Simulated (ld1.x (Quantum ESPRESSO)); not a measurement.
# Configuration tests for Ge (PAW)

ld1.x (Quantum ESPRESSO) 7.5 input, shortened:

```
&input
   title='Ge', zed=32., rel=0, dft='PBESOL', iswitch=3,
   config='[Ar] 3d10 4s1 4p3'
 /
 &inputp
   pseudotype=3, lpaw=.true., tm=.true., lloc=-1, rcloc=1.65,
   nlcc=.true., new_core_ps=.true., rcore=1.10,
   which_augfun='PSQ', rmatch_augfun_nc=.true.
 /
6
4S  1  0   1.00   0.00  1.85  2.00  0.0
4S  1  0   0.00   1.00  1.85  2.00  0.0
4P  2  1   3.00   0.00  2.10  2.25  0.0
4P  2  1   0.00   3.40  2.10  2.25  0.0
3D  3  2  10.00   0.00  1.25  1.50  0.0
3D  3  2   0.00  -1.95  1.25  1.50  0.0
 &test
   configts(1)='3d10 4s1 4p3'
 /
```

Energies are relative to the spin-unpolarised reference configuration 3d10 4s1 4p3; without spin polarisation the order of configurations can differ from experiment. The frozen-core shift is the all-electron ΔE with the core orbitals held at their reference shape minus the fully relaxed ΔE.

```json
{"valence configuration": "3d10 4s2 4p1", "charge": "+1", "ΔE all-electron (eV)": "-0.111", "error AE − PS (meV)": "0.0", "frozen-core shift (meV)": "+0.2"}
{"valence configuration": "3d10 4s2 4p0", "charge": "+2", "ΔE all-electron (eV)": "15.349", "error AE − PS (meV)": "-0.1", "frozen-core shift (meV)": "+0.2"}
{"valence configuration": "3d9 4s2 4p2", "charge": "+1", "ΔE all-electron (eV)": "32.011", "error AE − PS (meV)": "-312", "frozen-core shift (meV)": "+296"}
{"valence configuration": "3d10 4s0 4p0", "charge": "+4", "ΔE all-electron (eV)": "94.995", "error AE − PS (meV)": "-19", "frozen-core shift (meV)": "+19"}
{"valence configuration": "3d10 4s1 4p0", "charge": "+3", "ΔE all-electron (eV)": "49.589", "error AE − PS (meV)": "-3.2", "frozen-core shift (meV)": "+3.5"}
{"valence configuration": "3d10 4s0 4p4", "charge": "0", "ΔE all-electron (eV)": "7.820", "error AE − PS (meV)": "-0.3", "frozen-core shift (meV)": "+0.3"}
```

Task: What are ΔE and the potential's error for 3d10 4s2 4p2?

Result: ΔE = -7.597 eV all-electron; the error (AE − PS) is -0.3 meV.
